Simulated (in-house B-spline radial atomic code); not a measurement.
**Te¹⁹⁺: [Ar] (3d3/2)3 (3d5/2)6 4s2 4p4 (with a hole in an inner shell)**

Level of theory: Dirac-Hartree-Fock, average of the jj configuration, Fermi nucleus of rms radius 4.7423 fm; calculated with an all-electron radial atomic-structure program (B-spline basis).

Effective charges: Z_r = [3n² - l(l+1)]/(2<r>) from the radius, Z_e = n√(-2ε) from the energy, and Slater's rules. Values are occupation-weighted means over j. An effective charge above Z reflects the relativistic contraction of the inner shells.

| shell | electrons | ε (eV) | <r> (bohr) | Z_r | Z_e | Slater |
| --- | --- | --- | --- | --- | --- | --- |
| 1s | 2 | -32568 | 0.02781 | 53.95 | 48.93 | 51.70 |
| 2s | 2 | -5568 | 0.1191 | 50.39 | 40.46 | 47.85 |
| 2p | 6 | -5056 | 0.1044 | 47.89 | 38.55 | 47.85 |
| 3s | 2 | -1561.4 | 0.3152 | 42.82 | 32.14 | 40.75 |
| 3p | 6 | -1388.8 | 0.3128 | 39.96 | 30.31 | 40.75 |
| 3d | 9 | -1133.5 | 0.288 | 36.46 | 27.38 | 31.20 |
| 4s | 2 | -629.33 | 0.6833 | 35.12 | 27.20 | 25.80 |
| 4p | 4 | -567.89 | 0.7056 | 32.60 | 25.84 | 25.80 |

The least bound orbital is 4p3/2 at -563.3 eV, and it is also the most diffuse (<r> = 0.711 bohr). The part-filled 3d shell lies below the filled 4s shell in orbital energy.

For the 1s electron the small component carries 3.66 % of the norm, the zero-frequency Breit interaction raises the level by 77.05 eV, self-energy by 43.87 eV, and vacuum polarisation lowers it by 5.959 eV.
